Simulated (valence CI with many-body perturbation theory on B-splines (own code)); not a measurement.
From CI to CI+MBPT in Pb43+

Calculated by valence CI with perturbative core correlation (CI+MBPT): three valence electrons over a frozen Dirac-Fock core [Kr], radial functions for each j: 9 s, 9 p, 10 d, 8 f, 5 g, 3 h, 1 i, with the one-electron correlation potential Σ1, the two-electron term Σ2, the three-electron term Σ3, Breit, model QED; selected CI, second order for the rest (own B-spline code, finite nucleus).

No measured spectrum was set against this ion. As an estimate, large intervals hold to a few tenths of a per cent, small ones and those within an open d or f shell to about a per cent. Only levels of the ground parity were solved; by the run's estimate the other parity begins above the list, which can be wrong where configurations are misplaced.

Each rung adds one term. CI alone is the Dirac-Coulomb CI over the frozen core; QED comes last and gives the full result, which names the levels. Energies are above (4d3/2^3) J=3/2 on the same rung, in cm⁻¹.

Levels are named by their leading jj configuration (3d3/2^4 stands for four electrons in 3d with j = 3/2), which in mixed levels can hold well under half, so a name can repeat and another be missing. Letters in brackets count levels of one name in rising energy.

| Level | CI alone | + Σ1 | + Σ2 | + Σ3 | + Breit | Full |
| --- | --- | --- | --- | --- | --- | --- |
| (4d3/2^2 4d5/2) J=5/2 [a] | 230111 | 231085 | 231596 | 231750 | 226688 | 227354 |
| (4d3/2^2 4d5/2) J=3/2 | 251371 | 252330 | 251916 | 252438 | 247743 | 248398 |
| (4d3/2^2 4d5/2) J=7/2 | 271443 | 272451 | 270859 | 270688 | 264606 | 265282 |
| (4d3/2^2 4d5/2) J=9/2 | 273689 | 274690 | 272173 | 272156 | 265641 | 266305 |
| (4d3/2^2 4d5/2) J=1/2 | 271775 | 272742 | 271796 | 272317 | 267381 | 268042 |
| (4d3/2^2 4d5/2) J=5/2 [b] | 355403 | 356421 | 354242 | 353828 | 348722 | 349414 |
| (4d3/2 4d5/2^2) J=7/2 [a] | 493839 | 495773 | 496399 | 496464 | 486229 | 487553 |
| (4d3/2 4d5/2^2) J=9/2 | 513944 | 515909 | 515284 | 515452 | 504272 | 505609 |
| (4d3/2 4d5/2^2) J=3/2 [a] | 526328 | 528262 | 529255 | 529082 | 519557 | 520886 |
| (4d3/2 4d5/2^2) J=1/2 | 537513 | 539453 | 539718 | 540206 | 530436 | 531769 |
| (4d3/2 4d5/2^2) J=5/2 [a] | 544040 | 545956 | 544501 | 544017 | 534330 | 535642 |
| (4d3/2 4d5/2^2) J=11/2 | 552321 | 554305 | 551189 | 551174 | 539219 | 540553 |
| (4d3/2 4d5/2^2) J=5/2 [b] | 577349 | 579327 | 577501 | 576892 | 566621 | 567966 |
| (4d3/2 4d5/2^2) J=7/2 [b] | 581569 | 583529 | 580425 | 580055 | 569361 | 570687 |
| (4d3/2 4d5/2^2) J=3/2 [b] | 647238 | 649213 | 649610 | 648894 | 639394 | 640745 |
| (4d5/2^3) J=9/2 | 774919 | 777838 | 778536 | 778381 | 762714 | 764714 |
| (4d5/2^3) J=3/2 | 821426 | 824319 | 824437 | 824098 | 809624 | 811610 |
| (4d5/2^3) J=5/2 | 857123 | 860002 | 862181 | 861311 | 846990 | 848974 |

Task: How does the ionisation energy move along the ladder, and which term matters most?

Result: CI alone 2161.4, + Σ1 2164.3, + Σ2 2166.1, + Σ3 2166.1, + Breit 2164.5, + QED 2164.6 eV. The largest step is Σ1, 3.0 eV. NIST lists 2163 ± 4 eV (theoretical).
